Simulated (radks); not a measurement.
Results of a calculation; reference values are marked as such.
Q: These are the eigenvalues of the occupied orbitals of an atom or ion with whole-number occupations (eV). Level of theory: scalar-relativistic Kohn-Sham, LDA (Slater exchange, Perdew-Wang correlation), spin-polarised, spherical densities, finite nucleus; Fermi nuclear charge, rms radius of each element as measured or else 0.836 A^(1/3) + 0.57 fm (a radial shooting solver on a logarithmic mesh with Libxc functionals).

| orbital | eigenvalue |
|---|---|
| 1s up | -78354.27 |
| 1s down | -78354.27 |
| 2s up | -13784.68 |
| 2s down | -13784.54 |
| 2p up | -11958.40 |
| 2p down | -11958.29 |
| 3s up | -3253.750 |
| 3s down | -3253.682 |
| 3p up | -2721.646 |
| 3p down | -2721.574 |
| 3d up | -2142.372 |
| 3d down | -2142.269 |
| 4s up | -715.0690 |
| 4s down | -714.9289 |
| 4p up | -540.4186 |
| 4p down | -540.2776 |
| 4d up | -327.9313 |
| 4d down | -327.7644 |
| 5s up | -123.5444 |
| 5s down | -122.6227 |
| 4f up | -91.6783 |
| 4f down | -91.4383 |
| 5p up | -77.6609 |
| 5p down | -76.5579 |
| 5d up | -26.7161 |
| 5d down | -25.5318 |

Which element is it, and in what charge state? The configuration may be excited. Open shells, if any, are filled with parallel spins first.

A: Z = 78, platinum, charge +2: Pt2+ in [Xe] 4f14 5d8. The list shows which subshells hold electrons but not how many an open one holds; the 1s level, -2879.5 hartree, gives Z - s = 75.9 by -(Z - s)^2/2, which with screening and relativity narrows Z to a few neighbours, and the depths of the outer levels then fix element, charge and occupations together.
